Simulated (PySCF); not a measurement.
Two species compared at the same levels of theory.

First species: C3H3ClNP.
SMILES: `Clc1cpc[nH]1`

Second species: C5H10O2Si.
Z-matrix (Å and degrees, GFN2-xTB geometry), rows numbered from 1:
```
C 
C   1  1.3226
C   2  1.4816  1  125.24
C   3  1.5485  2  115.34  1  -146.77
C   4  1.5459  3  101.04  2  -126.94
Si  5  1.9028  4   91.13  3     6.65
O   6  1.6344  3  117.71  2     6.81
O   6  1.6196  3  118.84  2  -121.91
H   1  1.0775  2  121.45  3     2.08
H   1  1.0770  2  122.24  3  -177.60
H   2  1.0845  1  119.45  3   177.90
H   3  1.0900  2  109.23  1   -20.56
H   4  1.0881  3  112.49  2   112.52
H   4  1.0896  3  110.91  2    -8.71
H   5  1.0881  4  113.39  3   127.99
H   5  1.0865  4  112.08  3  -110.72
H   7  0.9533  6  119.89  3    41.15
H   8  0.9544  6  118.66  3   123.10
```

Levels: B3LYP/def2-SVPD for dipole moment, HOMO energy, LUMO energy, HOMO–LUMO gap, static isotropic polarisability and electronic spatial extent ⟨r²⟩ about the centre of nuclear charge; TDDFT B3LYP/def2-SVPD for lowest singlet excitation; TDA B3LYP/def2-SVPD for lowest triplet excitation (Tamm–Dancoff); GFN2-xTB for rotational constant A and rotational constant C. Geometries: GFN2-xTB. Each species is one conformer at its optimised geometry, gas phase, non-relativistic unless stated. Electronic properties by PySCF.

The conformers computed, where there is a choice (atom-mapped SMILES and torsion angles):
- `[CH2:1]=[CH:2][C@@H:3]1[CH2:4][CH2:5][Si:6]1([OH:7])[OH:8]`: C1–C2–C3–C4 -147°, H–O7–Si6–C5 -50°, H–O8–Si6–C5 -147°

**Question.** Which has the higher dipole moment?

**Answer.** The first: 2.33 D against 1.18 D, a difference of 1.15 D.

**Question.** Which has the higher T1 energy?

**Answer.** The second: 4.18 eV against 3.52 eV, a difference of 0.66 eV.

**Question.** Which has the higher ⟨r²⟩?

**Answer.** The second: 1209 bohr² against 846 bohr², a difference of 363 bohr².

**Question.** Which has the higher HOMO energy?

**Answer.** The first: -6.32 eV against -6.42 eV, a difference of 0.10 eV.

**Question.** Which has the higher rotational constant A?

**Answer.** The first: 7.325 GHz against 2.279 GHz, a difference of 5.046 GHz.

**Question.** Which has the higher static isotropic polarisability?

**Answer.** The second: 91.0 au against 79.5 au, a difference of 11.5 au.

**Question.** Which of the two has the higher HOMO–LUMO gap, and by how much?

**Answer.** The second: 6.18 eV against 5.62 eV, a difference of 0.56 eV.

**Question.** Which has the higher rotational constant C?

**Answer.** The first: 1.248 GHz against 1.099 GHz, a difference of 0.149 GHz.

On the first: S1 lies 0.30 eV below the HOMO–LUMO gap; its leading configuration is HOMO→LUMO+1, weight 0.98. The dipole equals about 7.8 × 10⁻³⁰ C·m (1 D = 3.33564 × 10⁻³⁰ C·m).

On the second: The 8 singlets span 5.41 to 6.97 eV, and their oscillator strengths add up to 0.42. The dipole equals about 3.9 × 10⁻³⁰ C·m (1 D = 3.33564 × 10⁻³⁰ C·m).
